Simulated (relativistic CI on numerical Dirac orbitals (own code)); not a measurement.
Hf³⁺ (5d) in a crystal field

Calculated by Dirac-Coulomb-Breit CI, KLI orbitals optimised for each configuration, model QED (radiative potential, 1s self-energy scaled to tabulated hydrogen-like ionisation energies), valence Slater integrals scaled by 0.9, one configuration in a parametric crystal field (own radial code).

Field parameters in Wybourne normalisation: Td as Oh with Dq negative (B⁴₀ = 21Dq, B⁴₄ = √(5/14) B⁴₀). The field is a parameter set, without covalency.

S and J are read from ⟨S²⟩ = S(S + 1) and ⟨J²⟩ = J(J + 1) of each level; they are not fictitious spins.

Td, 10Dq = -3100 cm⁻¹, the lowest 3 levels:

| E (cm⁻¹) | Degeneracy | Irrep | S | J |
| --- | --- | --- | --- | --- |
| 0.0 | 4 | Γ8 | 0.50 | 1.66 |
| 4493 | 4 | Γ8 | 0.50 | 2.39 |
| 5761 | 2 | Γ7 | 0.50 | 2.50 |

Td, 10Dq = -18050 cm⁻¹, the lowest 3 levels:

```json
{"E (cm⁻¹)": "0.0", "Degeneracy": "4", "Irrep": "Γ8", "S": "0.50", "J": "2.04"}
{"E (cm⁻¹)": "17688", "Degeneracy": "4", "Irrep": "Γ8", "S": "0.50", "J": "2.06"}
{"E (cm⁻¹)": "19834", "Degeneracy": "2", "Irrep": "Γ7", "S": "0.50", "J": "2.50"}
```

The free-ion ground term has S = 1/2. Every field shown keeps that spin.

Levels of this model without a field, named by their leading LS term: ²D3/2 0, ²D5/2 3930 cm⁻¹.
